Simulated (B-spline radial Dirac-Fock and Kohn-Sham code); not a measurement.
**Dipole and non-dipole photoemission parameters of Tb³⁺ 4s**

System: the Tb³⁺ ion, [Xe] 4f8; threshold 423.9 eV (orbital energy of the model). Calculated with a radial atomic solver, using Dirac-Hartree-Slater photoionisation with a Latter tail; cross sections with all multipoles, angular parameters from the dipole term and its interference with E2.

For linearly polarised light dσ/dΩ = σ/(4π) [1 + β P₂(cos θ) + (δ + γ cos²θ) sin θ cos φ], with θ from the polarisation vector and φ the angle between the beam and the projection of the electron momentum on the plane normal to the polarisation.

```csv
hν (eV),σ (kb),β,γ
591,71.0,1.915,0.526
637,65.9,1.921,0.528
766,53.2,1.934,0.516
841,47.4,1.939,0.502
1000,37.6,1.946,0.465
1253.6,27.3,1.953,0.397
2000,13.1,1.963,0.209
2720,7.76,1.967,0.073
2984.4,6.61,1.968,0.033
3560,4.83,1.970,-0.035
4490,3.15,1.972,-0.103
4760,?,?,?
5414.7,2.21,1.973,-0.133
5520,2.14,1.973,-0.134
7070,1.33,1.975,-0.122
7530,1.17,1.975,-0.108
8047.8,1.03,1.975,-0.088
9000,0.824,1.975,-0.042
10300,0.627,1.976,0.036
12500,0.421,1.976,0.191
```

Task: Give the values at 4760 eV.

Result: σ = 2.82 kb, β = 1.972, γ = -0.115. For an s subshell δ is negligible.
